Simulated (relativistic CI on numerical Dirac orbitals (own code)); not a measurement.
# Os⁺: calculation against measurement

Method of calculation: Dirac-Coulomb-Breit CI, orbitals from a KLI potential per configuration, a model potential for QED, valence Slater integrals scaled by 0.85, P86 correlation energy added to each configuration (own radial code, finite nucleus).

Configurations in the expansion (outside the closed core [Xe] 4f14): 5d6 6s, 5d5 6s2, 5d5 6s 6p, 5d6 6p, 5d7, 5d6 6d, 5d4 6s2 6p, 5d6 7s, 5d6 7p, 5d5 6s 7p, 5d6 8s, 5d6 5f, 5d5 6s 7s, 5d6 7d, 5d6 8p, 5d5 6s 8s, 5d6 9s, 5d6 6f, 5d5 6s 5f, 5d6 5g, 5d5 6s 6d, 5d6 8d, 5d6 9p, 5d5 6s 7d, 5d5 6s 8p, 5d5 6s 9s, 5d5 6s 6f, 5d5 6s 9p, 5d5 6p2, 5d4 6p3, 5d4 6s2 6d, 5d3 6s2 6p 6d. Double excitations out of closed p, d and f shells are left out; levels of such configurations are missing from the list, as are those of other unlisted configurations, and high levels can miss mixing partners.

| Configuration | Term (tabulated) | J | Measured (cm⁻¹) | Computed | Error | Purity (%) |
| --- | --- | --- | --- | --- | --- | --- |
| 5d6 6s | 6D | 9/2 | 0.0 | 0 | 0 | 87 |
| 5d6 6s | 6D | 7/2 | 3593.2 | 3209 | -384 | 92 |
| 5d6 6s | 6D | 5/2 | 3928.9 | 3854 | -75 | 70 |
| 5d6 6s | 6D | 3/2 | 5592.1 | 5177 | -415 | 77 |
| 5d6 6s | 6D | 1/2 | 6636.6 | 6049 | -587 | 84 |
| 5d5 6s2 | 6S | 5/2 | 7891.9 | 13489 | 5597 | 64 |
| 5d5 6s 6p | 8P° | 5/2 | 37321.5 | 34127 | -3195 | 88 |
| 5d5 6s 6p | 8P° † | 7/2 | 39389.5 | 36442 | -2948 | 76 |
| 5d5 6s 6p | 8P° † | 9/2 | 41282.9 | 41902 | 619 | 85 |

Measured levels from NIST Handbook of Basic Atomic Spectroscopic Data (Sansonetti and Martin, J. Phys. Chem. Ref. Data 34, 1559 (2005)); pairs were made by configuration, J and term (by order where the table uses no LS term), so strongly mixed levels may be paired wrongly.

Mean error by configuration (cm⁻¹): 5d6 6s -365; 5d5 6s2 5597; 5d5 6s 6p -3195. Over the excited levels the mean absolute error is 1709 cm⁻¹ (8 of the 19 excited levels that our extract of the source holds in range could be paired, and the others can miss by more), and the median relative error of those above 1,000 cm⁻¹ is 8.7 %. † marks terms whose computed intervals miss the measured ones by more than a factor of 2.5, or configurations far off the rest, from wrong mixing, a near crossing or a doubtful label or measurement; they are left out of the means.
